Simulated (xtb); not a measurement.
xtb job for C5H9F, SMILES C1([C@@H](C)[C@@H]1C)F, GFN2-xTB. 

```
$ xtb mol.xyz --gfn 2 --sp --chrg 0 --uhf 0 --json
$ cat mol.xyz
15

C      1.79306210    -0.83963624    -0.38595357
C      0.48462500    -0.16817647    -0.71841498
C     -0.74120279    -0.44049817     0.11703190
C     -2.10277729    -0.57536149    -0.51513850
C     -0.06907614     0.89505812     0.18325702
F      0.62097162     1.21451263     1.31843450
H      1.81432758    -1.84915370    -0.79267198
H      2.62496410    -0.27893373    -0.80832120
H      1.92887386    -0.89313576     0.69125611
H      0.32310908    -0.00896775    -1.77849106
H     -0.58510475    -1.07573092     0.98078980
H     -2.88337470    -0.33458862     0.20421606
H     -2.19853864     0.09537288    -1.36588946
H     -2.25825786    -1.59560931    -0.86110358
H     -0.54252852     1.78181890    -0.22038648
```

It prints:

```
[banner left out]
          |                Calculation Setup                |
           -------------------------------------------------



           -------------------------------------------------
          |                 G F N 2 - x T B                 |
           -------------------------------------------------

        Reference                      10.1021/acs.jctc.8b01176
      * Hamiltonian:
        H0-scaling (s, p, d)           1.850000    2.230000    2.230000
        zeta-weighting                 0.500000
      * Dispersion:
        s8                             2.700000
        a1                             0.520000
        a2                             5.000000
        s9                             5.000000
      * Repulsion:
        kExp                           1.500000    1.000000
        rExp                           1.000000
      * Coulomb:
        alpha                          2.000000
        third order                    shell-resolved
        anisotropic                    true
        a3                             3.000000
        a5                             4.000000
        cn-shift                       1.200000
        cn-exp                         4.000000
        max-rad                        5.000000


          ...................................................
          :                      SETUP                      :
          :.................................................:
          :  # basis functions                  33          :
          :  # atomic orbitals                  33          :
          :  # shells                           21          :
          :  # electrons                        36          :
          :  max. iterations                   250          :
          :  Hamiltonian                  GFN2-xTB          :
          :  restarted?                      false          :
          :  GBSA solvation                  false          :
          :  PC potential                    false          :
          :  electronic temp.          300.0000000     K    :
          :  accuracy                    1.0000000          :
          :  -> integral cutoff          0.2500000E+02      :
          :  -> integral neglect         0.1000000E-07      :
          :  -> SCF convergence          0.1000000E-05 Eh   :
          :  -> wf. convergence          0.1000000E-03 e    :
          :  Broyden damping             0.4000000          :
          :  net charge                          0          :
          :  unpaired electrons                  0          :
          ...................................................

 iter      E             dE          RMSdq      gap      omega  full diag
   1    -20.2203548 -0.202204E+02  0.287E+00    9.40       0.0  T
   2    -20.2501018 -0.297470E-01  0.155E+00    9.25       1.0  T
   3    -20.2508959 -0.794050E-03  0.724E-01    9.31       1.0  T
   4    -20.2511775 -0.281644E-03  0.171E-01    9.41       1.0  T
   5    -20.2513617 -0.184209E-03  0.617E-02    9.39       1.0  T
   6    -20.2513641 -0.240827E-05  0.144E-02    9.39       1.8  T
   7    -20.2513644 -0.258976E-06  0.603E-03    9.38       4.3  T
   8    -20.2513644 -0.500376E-07  0.811E-04    9.39      31.8  T
   9    -20.2513644 -0.248656E-08  0.405E-04    9.39      63.7  T

   *** convergence criteria satisfied after 9 iterations ***

         #    Occupation            Energy/Eh            Energy/eV
      -------------------------------------------------------------
         1        2.0000           -0.8004417             -21.7811
       ...           ...                  ...                  ...
        12        2.0000           -0.4839190             -13.1681
        13        2.0000           -0.4771767             -12.9846
        14        2.0000           -0.4644440             -12.6382
        15        2.0000           -0.4608696             -12.5409
        16        2.0000           -0.4540623             -12.3557
        17        2.0000           -0.4118333             -11.2066
        18        2.0000           -0.4083358             -11.1114 (HOMO)
        19                         -0.0633885              -1.7249 (LUMO)
        20                          0.0218808               0.5954
        21                          0.0753115               2.0493
        22                          0.0997416               2.7141
        23                          0.1473397               4.0093
       ...                                ...                  ...
        33                          0.3429171               9.3313
      -------------------------------------------------------------
                  HL-Gap            0.3449473 Eh            9.3865 eV
             Fermi-level           -0.2358622 Eh           -6.4181 eV

 SCC (total)                   0 d,  0 h,  0 min,  0.006 sec
 SCC setup                      ...        0 min,  0.000 sec (  1.680%)
 Dispersion                     ...        0 min,  0.000 sec (  1.222%)
 classical contributions        ...        0 min,  0.000 sec (  0.409%)
 integral evaluation            ...        0 min,  0.001 sec ( 15.569%)
 iterations                     ...        0 min,  0.003 sec ( 43.721%)
 molecular gradient             ...        0 min,  0.002 sec ( 35.794%)
 printout                       ...        0 min,  0.000 sec (  1.494%)

         :::::::::::::::::::::::::::::::::::::::::::::::::::::
         ::                     SUMMARY                     ::
         :::::::::::::::::::::::::::::::::::::::::::::::::::::
         :: total energy             -20.007377619830 Eh    ::
         :: gradient norm              0.000105589890 Eh/a0 ::
         :: HOMO-LUMO gap              9.386492531184 eV    ::
         ::.................................................::
         :: SCC energy               -20.251349286714 Eh    ::
         :: -> isotropic ES            0.015523366932 Eh    ::
         :: -> anisotropic ES          0.002429814112 Eh    ::
         :: -> anisotropic XC          0.004553404086 Eh    ::
         :: -> dispersion             -0.007743789196 Eh    ::
         :: repulsion energy           0.243971666884 Eh    ::
         :: add. restraining           0.000000000000 Eh    ::
         :: total charge              -0.000000000000 e     ::
         :::::::::::::::::::::::::::::::::::::::::::::::::::::

           -------------------------------------------------
          |                Property Printout                |
           -------------------------------------------------

    * Orbital Energies and Occupations

         #    Occupation            Energy/Eh            Energy/eV
      -------------------------------------------------------------
         1        2.0000           -0.8004417             -21.7811
       ...           ...                  ...                  ...
         6        2.0000           -0.5696623             -15.5013
         7        2.0000           -0.5422910             -14.7565
         8        2.0000           -0.5276638             -14.3585
         9        2.0000           -0.5118926             -13.9293
        10        2.0000           -0.5027150             -13.6796
        11        2.0000           -0.4955716             -13.4852
        12        2.0000           -0.4839190             -13.1681
        13        2.0000           -0.4771767             -12.9846
        14        2.0000           -0.4644440             -12.6382
        15        2.0000           -0.4608696             -12.5409
        16        2.0000           -0.4540623             -12.3557
        17        2.0000           -0.4118333             -11.2066
        18        2.0000           -0.4083358             -11.1114 (HOMO)
        19                         -0.0633885              -1.7249 (LUMO)
        20                          0.0218808               0.5954
        21                          0.0753115               2.0493
        22                          0.0997416               2.7141
        23                          0.1473397               4.0093
        24                          0.1580545               4.3009
        25                          0.1713422               4.6625
        26                          0.1782422               4.8502
        27                          0.1957059               5.3254
        28                          0.2172930               5.9128
        29                          0.2282723               6.2116
       ...                                ...                  ...
        33                          0.3429171               9.3313
      -------------------------------------------------------------
                  HL-Gap            0.3449473 Eh            9.3865 eV
             Fermi-level           -0.2358622 Eh           -6.4181 eV

     #   Z          covCN         q      C6AA      α(0)
     1   6 C        3.752    -0.101    22.498     6.764
     2   6 C        3.856    -0.031    21.093     6.532
     3   6 C        3.856    -0.036    21.169     6.544
     4   6 C        3.752    -0.108    22.632     6.784
     5   6 C        3.664     0.134    18.660     6.196
     6   9 F        0.784    -0.252    11.791     4.056
     7   1 H        0.925     0.041     2.438     2.442
     8   1 H        0.925     0.044     2.399     2.422
     9   1 H        0.925     0.054     2.265     2.354
    10   1 H        0.925     0.035     2.512     2.478
    11   1 H        0.925     0.052     2.290     2.366
    12   1 H        0.925     0.046     2.369     2.407
    13   1 H        0.925     0.039     2.459     2.452
    14   1 H        0.925     0.046     2.364     2.405
    15   1 H        0.925     0.037     2.492     2.469

 Mol. C6AA /au·bohr⁶  :       1620.015248
 Mol. C8AA /au·bohr⁸  :      34559.476021
 Mol. α(0) /au        :         58.670815


Wiberg/Mayer (AO) data.
largest (>0.10) Wiberg bond orders for each atom

 ---------------------------------------------------------------------------
     #   Z sym  total        # sym  WBO       # sym  WBO       # sym  WBO
 ---------------------------------------------------------------------------
     1   6 C    3.995 --     2 C    1.020     9 H    0.985     7 H    0.982
                             8 H    0.982
     2   6 C    3.944 --     1 C    1.020    10 H    0.969     5 C    0.953
                             3 C    0.949
     3   6 C    3.943 --     4 C    1.019    11 H    0.967     5 C    0.956
                             2 C    0.949
     4   6 C    3.996 --     3 C    1.019    13 H    0.986    14 H    0.982
                            12 H    0.982
     5   6 C    3.849 --    15 H    0.964     3 C    0.956     2 C    0.953
                             6 F    0.932
     6   9 F    1.018 --     5 C    0.932
     7   1 H    0.998 --     1 C    0.982
     8   1 H    0.998 --     1 C    0.982
     9   1 H    0.997 --     1 C    0.985
    10   1 H    0.999 --     2 C    0.969
    11   1 H    0.997 --     3 C    0.967
    12   1 H    0.997 --     4 C    0.982
    13   1 H    0.998 --     4 C    0.986
    14   1 H    0.998 --     4 C    0.982
    15   1 H    0.999 --     5 C    0.964
 ---------------------------------------------------------------------------

Topologies differ in total number of bonds
Writing topology from bond orders to xtbtopo.mol

molecular dipole:
                 x           y           z       tot (Debye)
 q only:       -0.337      -0.438      -0.622
   full:       -0.403      -0.392      -0.710       2.302
molecular quadrupole (traceless):
                xx          xy          yy          xz          yz          zz
 q only:        2.033      -1.327      -0.352      -0.993      -2.285      -1.681
  q+dip:        1.146      -1.957       0.416      -1.716      -3.676      -1.562
   full:        1.539      -1.846       0.111      -1.436      -3.344      -1.650
Note: The following floating-point exceptions are signalling: IEEE_UNDERFLOW_FLAG IEEE_DENORMAL
normal termination of xtb


           -------------------------------------------------
          | TOTAL ENERGY              -20.007377619830 Eh   |
          | GRADIENT NORM               0.000105589890 Eh/α |
          | HOMO-LUMO GAP               9.386492531184 eV   |
           -------------------------------------------------

------------------------------------------------------------------------
------------------------------------------------------------------------
 total:
 SCF:
```

The run converged.

Cost: roughly 0.03 core-seconds.
